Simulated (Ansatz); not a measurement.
**CH7GeOSi+: structure from calculated spectroscopic constants**

These gas-phase data were calculated for one isomer of CH7GeOSi+ at PBE-D3(BJ)/def2-SVP (harmonic, unscaled wavenumbers; equilibrium rotational constants with average atomic masses):

```
rotational constants            : 19.27, 1.113, 1.074 GHz
all wavenumbers above 1500 cm⁻¹ : 3109, 3051, 2964, 2234, 2177, 2167, 2131
```

Candidates:

(1) `C[SiH+][O][GeH3]`, a singlet
(2) `[CH2]1[SiH2][OH+][GeH2]1`, a singlet

Problem. Assign the data to one candidate and say why.

Solution. Candidate (1). No mode falls between 3300 and 4000 cm⁻¹, where the O–H stretch of (2) would stand.

The same quantities for all candidates:

|  | rotational constants (GHz) | wavenumbers above 1500 cm⁻¹ | E above the lowest, PBE-D3(BJ)/def2-SVP (kcal/mol) |
| --- | --- | --- | --- |
| (1) | 19.27, 1.113, 1.074 | 3109, 3051, 2964, 2234, 2177, 2167, 2131 | 4.6 |
| (2) | 7.536, 2.49, 1.994 | 3677, 3105, 3033, 2262, 2232, 2171, 2135 | 0.0 |

Harmonic stretches to hydrogen usually lie a few per cent above observed fundamentals. Each candidate is one conformer. Programs: Ansatz 0.2.0.
